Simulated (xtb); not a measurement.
technetium atom (Tc), sextet (GFN-xTB shapes and energies of metal compounds can be far from the true ones). Base run: GFN2-xTB (xtb).

Here is a job for xtb.
```
$ xtb mol.xyz --gfn 2 --uhf 5 --json

# file mol.xyz
1

Tc     0.00000000     0.00000000     0.00000000
```

Each row names what was changed in the base input (with any setting that the change needs).

| change | ΔE vs base (mEh) | G_solv (kcal/mol) | SCF cycles |
|---|---|---|---|
| base | 0.000 | - | 45 |
| etemp = 1000 | -5.546 | - | 14 |
| acc = 1000 | 0.000 | - | 14 |
| alpb = water | -15.902 | -9.98 | 45 |
| acc = 30 | 0.000 | - | 30 |
| alpb = cs2 | 9.730 | 6.11 | 45 |

ALPB and GBSA are two models with their own fitted parameters for each solvent, which aren't always the measured dielectric constant.
